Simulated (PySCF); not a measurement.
Ga(Br)(OH)2 (BrGaH2O2), SMILES [OH][Ga]([OH])[Br].

Geometry optimised at PBE0-D3(BJ)/def2-SVP. The structure was generated by enumeration; whether it is a known compound was not checked. One conformer was computed; it need not be the lowest.

All values below come from HF/def2-TZVP in PySCF.

Symmetry labels are those of the subgroup Cs that the program uses (full group Cs).

Computed valence orbital energies around the gap with their symmetry:
| orbital | symmetry | energy (eV) |
|---|---|---|
| HOMO−7 | A' | -18.12 |
| HOMO−6 | A' | -15.58 |
| HOMO−5 | A' | -14.31 |
| HOMO−4 | A" | -14.27 |
| HOMO−3 | A" | -13.62 |
| HOMO−2 | A' | -13.15 |
| HOMO−1 | A" | -11.87 |
| HOMO | A' | -11.77 |
| LUMO | A' | 1.99 |
| LUMO+1 | A" | 2.42 |
| LUMO+2 | A' | 3.88 |
| LUMO+3 | A' | 4.32 |
